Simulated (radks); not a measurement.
Question: The mean radii <r> (bohr) of the occupied orbitals of an atom or ion are listed with their occupations. All-electron calculation, non-relativistic Kohn-Sham, LDA (Slater exchange, Perdew-Wang correlation), spin-unpolarised, spherical densities, point nucleus. Program: a radial shooting solver on a logarithmic mesh with Libxc functionals.

| orbital | occ. | <r> |
|---|---|---|
| 1s | 2 | 0.01942 |
| 2s | 2 | 0.08186 |
| 2p | 6 | 0.06917 |
| 3s | 2 | 0.2051 |
| 3p | 6 | 0.1953 |
| 3d | 10 | 0.1706 |
| 4s | 2 | 0.4163 |
| 4p | 6 | 0.4139 |
| 4d | 7 | 0.4043 |

Name the element and its charge.

Answer: Z = 78, platinum, charge +35: Pt35+ in [Kr] 4d7. The 1s radius gives Z: for a bare nucleus <r> = 1.5/Z, 0.01923 bohr for Z = 78, and screening makes it slightly larger (0.01942 here). The occupations add up to 43, and the charge is Z minus that.
